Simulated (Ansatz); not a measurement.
Reaction (ligand exchange at a B–Cl bond): `NB(Cl)O[SiH3]` + CH₃OH → `COB(N)O[SiH3]` + HCl

Isolated molecules relaxed with PBE0-D4/def2-TZVP in Ansatz; ΔE leaves out vibrations. CCSD(T)/CBS is the MP2 limit (def2-TZVPP, def2-QZVPP) plus CCSD(T) − MP2 in def2-TZVPP, frozen cores. This one scheme is used for every species. DFT in def2-TZVPP. One conformer a species, not always the lowest.

```
       level  ΔE (kcal/mol)
        PBE0           -6.6
HF/CBS(def2)           -9.5
```

**Question.** What does CCSD(T)/CBS give? (Estimate.)

**Answer.** The calculation gave: -8.2 kcal/mol. The listed levels differ from it by 1.6, -1.3 kcal/mol.

Largest T1 diagnostic among the species: 0.011.
